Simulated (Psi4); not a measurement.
Input for Psi4:
```
memory 2 GB

molecule mol {
1 2
  F    -0.458021   -1.306832   -1.302697
  Te    0.000000   -0.000000   -0.000000
  F     1.838138   -0.205662   -0.439964
  F     0.161499   -1.365469    1.313022
  F    -0.161499    1.365469   -1.313022
  F     0.458021    1.306832    1.302697
  F    -1.838138    0.205662    0.439964
}

set basis 3-21g
set reference uks
set scf_type pk

energy('r2scan')
print_variables()
```

Task: What does this run give for the nuclear repulsion energy, total energy, <S^2>?

Result: 
| Property | Result |
|---|---|
| nuclear repulsion energy | 1006.6896 Eh |
| total energy | -7180.7406 Eh |
| <S^2> | 0.751 |

These values belong to the state on which the SCF converged, which isn't shown to be the lowest.
